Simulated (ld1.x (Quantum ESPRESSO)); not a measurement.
# Configuration tests for iron (Fe) (TM)

```json
{
  "Element": "Fe",
  "Generator": "ld1.x (Quantum ESPRESSO) 7.5",
  "Type": "norm-conserving Troullier–Martins (Kleinman–Bylander form)",
  "Functional": "LDA (PZ)",
  "Relativity": "fully relativistic",
  "Frozen core": "[Ar]",
  "Valence charge": "8",
  "Reference configuration": "3d6 4s2 4p0",
  "Partial waves": "4s (bound): rc 1.90 bohr; 4p (bound, empty): rc 2.30 bohr; 3d (bound): rc 1.45 bohr",
  "Local potential": "all-electron potential smoothed inside 1.20 bohr (lloc = -1)",
  "Core correction": "none"
}
```

Open shells are filled in proportion to 2j + 1 (rel_dist='average').

Energies are relative to the spin-unpolarised reference configuration 3d6 4s2 4p0; without spin polarisation the order of configurations can differ from experiment.

| valence configuration | charge | ΔE all-electron (eV) | error AE − PS (meV) |
| --- | --- | --- | --- |
| 3d6 4s1 4p0 | +1 | 8.981 | +2.3 |
| 3d6 4s0 4p0 | +2 | 25.473 | +23 |
| 3d5 4s0 4p0 | +3 | 60.002 | +71 |
| 3d5 4s2 4p0 | +1 | 14.475 | -136 |
| 3d7 4s0 4p0 | +1 | 6.859 | -154 |

(1) What are ΔE and the potential's error for 3d4 4s0 4p0?

(2) What are ΔE and the potential's error for 3d5 4s2 4p1?

Levels in the configuration 3d6 4s0 4p0:

```csv
level,all-electron (eV),pseudo (eV)
3d j=3/2,-26.127,-25.962
3d j=5/2,-25.968,-25.804
```

Note: ghost state, extra bound levels that the all-electron valence spectrum of the same l lacks: s at -75.0 eV. A true bound ghost makes a file unfit for plane-wave use.

Answers

(1) ΔE = 113.379 eV all-electron; the error (AE − PS) is -288 meV.

(2) ΔE = 8.861 eV all-electron; the error (AE − PS) is -91 meV.

These tests converged, but a pseudo level misses the all-electron one widely, so the file describes the atom poorly there or has found another state: 3d5 4s0 4p0: empty 4p by 4.9 eV (a node warning on the way); 3d4 4s0 4p0: empty 4s by 7.8 eV (a node warning on the way).
